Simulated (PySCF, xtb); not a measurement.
Cu(OH2)4 (CuH8O4), SMILES [OH2]->[Cu+2](<-[OH2])(<-[OH2])<-[OH2] (connectivity only; charge and spin as stated), charge +2, multiplicity 2.

Harmonic wavenumbers (cm⁻¹) from xtb with GFN2-xTB at its own minimum, in rising order: 37, 41, 102, 109, 132, 136, 136, 140, 148, 188, 365, 382, 383, 549, 563, 566, 566, 598, 600, 616, 629, 1430, 1434, 1435, 1441, 3419, 3420, 3421, 3425, 3445, 3450, 3452, 3464.

Q: What does PBE0-D3(BJ)/def2-SVP in PySCF give at its own minimum? (The exact figures need the calculation; the answer reports its results.)

A: 46, 48, 120, 138, 138, 148, 198, 198, 252, 345, 358, 358, 368, 369, 424, 472, 472, 621, 638, 638, 648, 1618, 1619, 1619, 1630, 3761, 3764, 3764, 3779, 3847, 3848, 3848, 3848. Paired by order, the mean absolute difference is 146 cm⁻¹ and the zero-point energies are 57.5 and 62.8 kcal/mol.
